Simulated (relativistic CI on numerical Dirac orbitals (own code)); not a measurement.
V²⁺ in a cubic cluster: L2,3 absorption with charge transfer

Computed with a charge-transfer multiplet model of a cubic metal-ligand cluster with up to one ligand hole, Slater and spin-orbit integrals from Dirac-Coulomb-Breit ions, Slater integrals scaled by 0.9. The ground state mixes d3 with configurations of k ligand holes L, whose averages lie at kΔ + k(k − 1)U_dd/2; a core hole lowers each added d electron by U_cd. 300 K, Lorentzian 0.4 eV and Gaussian 0.3 eV FWHM.

Atomic integrals in eV (Slater integrals scaled, ζ unscaled), ground: F2dd 8.026, F4dd 4.988, zeta_d 0.019; with the core hole: F2dd 8.831, F4dd 5.496, zeta_d 0.030, zeta_core 4.613, F2cd 4.854, G1cd 3.498, G3cd 1.984.

Cluster parameters (eV): U_dd = 4.5, U_cd = 5.4, 10Dq = 0.75, 10Dq(ligand) = 0.4, V(eg) = 1.85, V(t2g) = -0.95, final-state hopping factor = 1.

| Case | n_d | d3 | d4L | S |
| --- | --- | --- | --- | --- |
| Δ = 6.2 eV | 3.20 | 0.80 | 0.20 | 1.50 |
| Δ = 7.2 eV | 3.17 | 0.83 | 0.17 | 1.50 |
| Δ = 9.2 eV | 3.12 | 0.88 | 0.12 | 1.50 |

Weights, n_d and S are thermal averages at 300 K. Photon energies count from the first peak over 30 % of the highest in each spectrum, which can be another peak from case to case. The parameters are a model scan and need not match a compound or its usual spin state. Peaks in eV (height, largest 100):
- Δ = 6.2 eV: 0.0 (47), 1.0 (100), 1.8 (88), 4.3 (19), 6.6 (50), 7.2 (58), 8.2 (44), 8.9 (56)
- Δ = 7.2 eV: 0.0 (47), 1.0 (100), 1.8 (89), 4.3 (18), 6.6 (53), 7.2 (61), 8.8 (60)
- Δ = 9.2 eV: 0.0 (46), 1.0 (100), 1.9 (91), 4.3 (19), 6.6 (50), 7.2 (66), 8.9 (61)

Curve for Δ = 9.2 eV (points under 2 left out, the grid thinned):

| E (eV) | Intensity |
| --- | --- |
| -2.7 | 2.1 |
| -2.4 | 2.5 |
| -2.0 | 2.9 |
| -1.7 | 4.4 |
| -1.3 | 8.0 |
| -1.0 | 9.5 |
| -0.6 | 15.5 |
| -0.3 | 30.6 |
| 0.1 | 45.7 |
| 0.4 | 52.6 |
| 0.8 | 92.9 |
| 1.1 | 97.3 |
| 1.5 | 85.3 |
| 1.8 | 90.6 |
| 2.2 | 69.4 |
| 2.5 | 44.9 |
| 2.9 | 35.7 |
| 3.2 | 32.2 |
| 3.6 | 20.2 |
| 3.9 | 17.0 |
| 4.3 | 18.6 |
| 4.6 | 16.5 |
| 4.9 | 13.4 |
| 5.3 | 14.4 |
| 5.6 | 22.1 |
| 6.0 | 34.7 |
| 6.3 | 43.2 |
| 6.7 | 48.7 |
| 7.0 | 55.4 |
| 7.4 | 57.9 |
| 7.7 | 37.2 |
| 8.1 | 41.3 |
| 8.4 | 45.0 |
| 8.8 | 61.4 |
| 9.1 | 54.9 |
| 9.5 | 39.3 |
| 9.8 | 25.1 |
| 10.2 | 12.6 |
| 10.5 | 8.6 |
| 10.9 | 7.3 |
| 11.2 | 5.3 |
| 11.6 | 4.1 |
| 11.9 | 3.4 |
| 12.3 | 2.7 |
| 12.6 | 2.1 |

For the case Δ = 7.2 eV, Δ = 7.2 eV is larger than U_dd = 4.5 eV, the Mott-Hubbard side of the Zaanen-Sawatzky-Allen scheme. With the core hole the configuration with one ligand hole lies at Δ + U_dd − U_cd = 5.3, 6.3, 8.3 eV from the one without, in the order of the table; where this is negative the screened configuration lies lower.

With at most 1 ligand hole the space is cut while the next configuration still counts, so covalency is underestimated, and a final configuration with one more ligand hole, which can lie low, is missing from the spectra.
